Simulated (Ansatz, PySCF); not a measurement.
Gas-phase reaction in SMILES: C[CH2][Ge]([Cl])([Cl])[CH2]C + 6 [H][H] (H2) -> 4 C (CH4) + 2 Cl (HCl) + [GeH4] (GeH4)
Structures are relaxed separately at B3LYP-D3(BJ)/def2-TZVP in Ansatz (a quantum-chemistry and plane-wave program), one conformer each, not searched for the lowest. Frequencies are from Ansatz or PySCF.

Wanted: energy of full hydrogenation (enthalpy at 298 K, with B3LYP-D3(BJ) rigid-rotor harmonic-oscillator terms), in kJ/mol. Correlated levels leave the core frozen unless marked. No spin-orbit coupling. The frozen core is the preceding noble-gas configuration, with the filled d and f shells of earlier blocks. Non-relativistic. CBS(X,Y): correlation extrapolated as X^-3; Hartree-Fock from the larger set. The bracket is a focal-point correction in the basis named.

```json
[
 {"level": "SVWN5/def2-TZVPD", "program": "Ansatz", "energy of full hydrogenation (kJ/mol)": "-41.3"},
 {"level": "r2SCAN-D4/def2-TZVPD", "program": "Ansatz + dftd4", "energy of full hydrogenation (kJ/mol)": "-23.8"},
 {"level": "B3LYP/def2-TZVPD", "program": "Ansatz", "energy of full hydrogenation (kJ/mol)": "[?]"},
 {"level": "SCS-MP2/def2-SVPD", "program": "Ansatz", "energy of full hydrogenation (kJ/mol)": "-56.9"},
 {"level": "RI-MP2/CBS(def2-TZVPPD,def2-QZVPPD)+[CCSD(T)-MP2]/def2-TZVPPD", "program": "Ansatz", "energy of full hydrogenation (kJ/mol)": "-25.6"}
]
```

**Question.** Some entries are withheld; supply them.

**Answer.** 
- B3LYP/def2-TZVPD, energy of full hydrogenation (kJ/mol): -89.1
